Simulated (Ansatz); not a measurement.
Relaxation of CH9AlSiSn (13 atoms, charge 0, multiplicity 1), to a largest force component of 0.015 eV/Å in at most 40 steps.

The calculation used RKS PBE0/def2-mTZVP (Ansatz 0.2.0).

```xyz
13
Properties=species:S:1:pos:R:3
C -1.145 2.677 -0.004
Al -0.914 0.786 0.362
Si 0.925 -0.321 -0.566
Sn 0.992 -2.716 0.176
H -1.192 3.282 0.920
H -2.168 2.875 -0.529
H -0.350 3.096 -0.663
H -1.904 0.008 1.276
H 2.196 0.335 -0.033
H 0.903 -0.252 -1.996
H -0.271 -3.116 1.210
H 2.552 -2.950 1.026
H 1.087 -3.739 -1.226
```

Question: Where does it end, and by what steps?

Answer: It converged. After 6 steps the energy has fallen by 0.339 eV; H5 moved furthest, 0.27 Å.

```csv
step,energy less start (eV),largest force component (eV/Å),accepted
0,0.0000,1.639,yes
1,-0.2733,1.025,yes
2,-0.3331,0.187,yes
3,-0.3338,0.233,yes
4,-0.3357,0.162,yes
5,-0.3387,0.023,yes
6,-0.3388,0.010,yes
```

```xyz
13
Properties=species:S:1:pos:R:3
C -1.213 2.799 0.002
Al -0.930 0.908 0.423
Si 0.949 -0.354 -0.542
Sn 1.125 -2.822 0.164
H -1.445 3.378 0.902
H -2.078 2.914 -0.662
H -0.361 3.271 -0.492
H -1.954 0.158 1.388
H 2.253 0.300 -0.206
H 0.870 -0.331 -2.038
H -0.211 -3.288 1.134
H 2.548 -3.106 1.078
H 1.158 -3.861 -1.199
```

Whether the end is a true minimum wasn't checked by a vibrational analysis.

Run time: 25 s on 2 threads of AMD EPYC 9R14 (Zen 4) (shared host), peak memory 0.34 GiB.
